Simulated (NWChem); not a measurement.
Species: Si₃H₆O; SMILES [SiH2]1[SiH2]O[SiH2]1

```xyz
10

O      0.0000     0.0000     1.4070
Si     1.3805     0.0000     0.4206
Si     0.0000     0.0000    -1.4992
Si    -1.3805     0.0000     0.4206
H      2.2148    -1.2143     0.6656
H      2.2148     1.2143     0.6656
H      0.0000     1.2265    -2.3530
H      0.0000    -1.2265    -2.3530
H     -2.2148    -1.2143     0.6656
H     -2.2148     1.2143     0.6656
```
Atoms are numbered in this order, from 1.

Results from NWChem. Medium grid unless said otherwise, to which SCAN and Minnesota functionals are sensitive. Coordinates come from a PBE0/def2-SVP optimisation. Hybrids' shares of exact exchange are those that their runs print; pure functionals count as 0. The functionals differ in more than this share.

```csv
row,share of exact exchange,highest occupied level (eV)
PBE/def2-SVP,0.00,-6.42
PW91/def2-SVP,0.00,-6.46
B3LYP/def2-SVP,0.20,withheld
PBE0/def2-SVP,0.25,-7.47
M06-2X/def2-SVP,0.54,-8.37
M05-2X/def2-SVP,0.56,-8.45
```

Q: Fit a straight line of the last column on the one before it, predict the withheld value, and compare with the run.

A: 
1. Means of the 5 shown rows: x = 0.270, y = -7.434. Slope Σ(x − x̄)(y − ȳ)/Σ(x − x̄)² = -1.083/0.3032 = -3.573; intercept -6.469.
2. The shown rows scatter about the line by 0.055 (root mean square); the largest residual is -0.11, at PBE0/def2-SVP.
3. At x = 0.20 (B3LYP/def2-SVP; inside the shown range) the line gives -7.18.
4. The run gives -7.24, -0.06 from the line, 1.1 times the scatter.
